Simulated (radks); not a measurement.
Task: These are the eigenvalues of the occupied orbitals of an atom or ion with whole-number occupations (eV). Calculated with a radial shooting solver on a logarithmic mesh with Libxc functionals: scalar-relativistic Kohn-Sham, r2SCAN, spin-unpolarised, spherical densities, finite nucleus; meta-GGA in the generalised Kohn-Sham scheme; Fermi nuclear charge, rms radius of each element as measured or else 0.836 A^(1/3) + 0.57 fm.

orbital  eigenvalue
1s        -8238.807
2s        -991.9879
2p        -851.7586
3s        -114.8858
3p         -73.7176
3d          -9.0682
4s          -5.8729

Which element is it, and in what charge state? The configuration may be excited.

Result: Z = 28, nickel, charge 0: Ni in [Ar] 3d8 4s2. The list shows which subshells hold electrons but not how many an open one holds; the 1s level, -302.77 hartree, gives Z - s = 24.6 by -(Z - s)^2/2, which with screening and relativity narrows Z to a few neighbours, and the depths of the outer levels then fix element, charge and occupations together.
